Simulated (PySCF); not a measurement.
Predicted microwave data (PBE0/pcSseg-1 in PySCF (dipole) on a GFN2-xTB geometry, gas phase) for one isomer of C5H11FSSi:

| Property | Result |
| --- | --- |
| Rotational constants | A = 1961, B = 929.7, C = 759.7 MHz |
| Dipole components | \|μa\| = 1.34 D, \|μb\| = 0.80 D, \|μc\| = 0.68 D |
| Inertial defect | -136.02 u·Å² |
| κ | -0.72 |

Question: Which structure is it? (One computed conformer of each.)
A. `[CH3:1][C:2]([CH3:3])([SiH3:4])[C:5](=[S:6])[CH2:7][F:8]` with C1–C2–C5–S6 -23°, C2–C5–C7–F8 39°
B. `[CH2:1]=[C:2]([CH3:3])[SiH2:4][C@@H:5]([F:6])[S:7][CH3:8]` with C1–C2–Si4–C5 -4°, C2–Si4–C5–F6 61°, Si4–C5–S7–C8 172°
C. `[CH3:1][CH2:2][Si:3]1([CH2:4][F:5])[CH2:6][S:7][CH2:8]1` with C1–C2–Si3–C4 56°, C2–Si3–C4–F5 42°
D. `[CH3:1][C@@H:2]1[SiH2:3][S:4][CH2:5][C@@:6]1([CH3:7])[F:8]` with C1–C2–Si3–S4 -150°, C2–Si3–S4–C5 -3°, Si3–S4–C5–C6 30°, S4–C5–C6–C7 75°

Answer: C. It is CC[Si]1(CF)CSC1, an asymmetric top, point group C1. The candidates at the same level (rigid rotor, commonest isotopes):

```tsv
SMILES	A (MHz)	B (MHz)	C (MHz)	μa (D)	μb (D)	μc (D)	Δ (u·Å²)	point group	rotor
C=C(C)[SiH2][C@@H](F)SC	3374	659.9	583.9	0.57	0.35	1.55	-50.08	C1	near-prolate asymmetric top
C[C@@H]1[SiH2]SC[C@@]1(C)F	1906	1344	969.2	0.61	1.44	0.39	-119.93	C1	asymmetric top
CC(C)([SiH3])C(=S)CF	1454	1309	987.4	1.40	0.20	1.27	-222.00	C1	asymmetric top
CC[Si]1(CF)CSC1	1961	929.7	759.7	1.34	0.80	0.68	-136.02	C1	asymmetric top
```

`C[C@@H]1[SiH2]SC[C@@]1(C)F` has B 45 % too high; `C=C(C)[SiH2][C@@H](F)SC` has A 72 % too high; `CC(C)([SiH3])C(=S)CF` has B 41 % too high. No structure here is proved a minimum.
